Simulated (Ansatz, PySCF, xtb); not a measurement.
Gas-phase reaction in SMILES: C[Si](F)(Cl)N[SiH3] + N (NH3) + 3 [SiH4] (SiH4) -> C[SiH3] [methylsilane] + F[SiH3] [fluorosilane] + 2 N[SiH3] + [SiH3]Cl
Structures are relaxed separately at B3LYP-D3(BJ)/def2-TZVP in Ansatz (a program for electronic structure), one conformer each, not searched for the lowest. Frequencies are from Ansatz or PySCF.
Geometry of the first species:
```xyz
13

C      1.6431    -0.8764    -0.8361
Si     0.4500     0.3091    -0.0759
F      0.3339     1.5711    -1.0558
Cl     1.1698     1.0542     1.7073
N     -1.0821    -0.3650     0.2468
Si    -2.0484    -1.4274    -0.7291
H      1.2654    -1.2439    -1.7919
H      2.6002    -0.3850    -1.0154
H      1.8088    -1.7302    -0.1784
H     -1.5203    -0.0228     1.0921
H     -1.2794    -1.7027    -1.9615
H     -2.3256    -2.7026    -0.0268
H     -3.3464    -0.8065    -1.0807
```

Property: bond separation energy (0 K, with B3LYP-D3(BJ) harmonic zero-point energies), in kcal/mol. Correlated levels leave the core frozen unless marked. Spin-orbit coupling is left out. Non-relativistic. Basis-set limits of correlation are two-point, X^-3; Hartree-Fock from the larger set. The bracket is a focal-point correction in the basis named.

```tsv
level	program	bond separation energy (kcal/mol)
GFN1-xTB	xtb	-25.1
BLYP-D4/def2-TZVPD	Ansatz + dftd4	21.3
```

What does RI-MP2/CBS(cc-pV(T+d)Z,cc-pV(Q+d)Z)+[CCSD(T)-MP2]/cc-pV(T+d)Z (Ansatz) give?

20.0 kcal/mol
